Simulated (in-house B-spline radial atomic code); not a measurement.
The numbers below are computed, except where a source is named.
# H ion on Cu atom: potential, deflection and energy transfer

The pair potential comes from two frozen, spherical free-atom densities (PBE, B-spline radial code, scalar-relativistic past argon): electrostatics plus the change in Thomas-Fermi kinetic and Dirac exchange energy where they overlap, the recipe behind the universal ZBL potential, which averages such potentials (from solid-state densities) over many pairs. It is written V = (Z1 Z2 e²/r) φ(r/a), with e² = 14.3996 eV·Å and a = 0.46850 Å/(Z1^0.23 + Z2^0.23); ZBL's fit is φ = 0.18175 e^(−3.1998x) + 0.50986 e^(−0.94229x) + 0.28022 e^(−0.4029x) + 0.02817 e^(−0.20162x). Where φ falls below 4e-4 it is continued as an exponential.

Masses 1.01 and 63.55 u.

```csv
x = r/a,"φ, this pair","φ, ZBL"
0.1,0.8812,0.8928
0.5,0.603,0.6096
1.5,0.3022,0.2995
3,0.1186,0.1292
5,0.04985,0.05224
8,0.01702,0.01705
12,0.003723,0.00474
```

Question: At x = 4 the electrostatic, kinetic and exchange parts are 1.14, 60.32 and -9.37 eV. Find r, V and φ.

Answer: a = 0.46850/(1.0000 + 2.1695) = 0.14782 Å, so r = 0.59127 Å. V = 1.14 + 60.32 + (-9.37) = 52.09 eV. The bare repulsion is 1 × 29 × 14.3996/0.59127 = 706.26 eV, so φ = 0.0738, -8.1 % against ZBL's 0.0803. The kinetic (Pauli) term is 116 % of V here, as the other two terms together attract.

Question: The ion comes in at 2.87 keV with impact parameter 0.0739 Å. The scattering integral gives a centre-of-mass angle of 62.55° and a closest approach of 0.7952 a. What are the reduced energy, the energy passed on and the laboratory angles?

Answer: ε = E a M2/(Z1 Z2 e² (M1 + M2)) = 2870 × 3.4844e-04 = 1. The most that one collision can pass on is γE with γ = 4 M1 M2/(M1 + M2)² = 0.0616. Here T = γE sin²(θ/2) = 0.0616 × 2870 × 0.2695 = 47.65 eV. The ion turns by arctan(sin θ/(cos θ + M1/M2)) = 61.7°, and the struck atom leaves at (180° − θ)/2 = 58.7°. The closest approach is 0.118 Å. With ZBL the angle would be 63.04° and T = 48.31 eV.
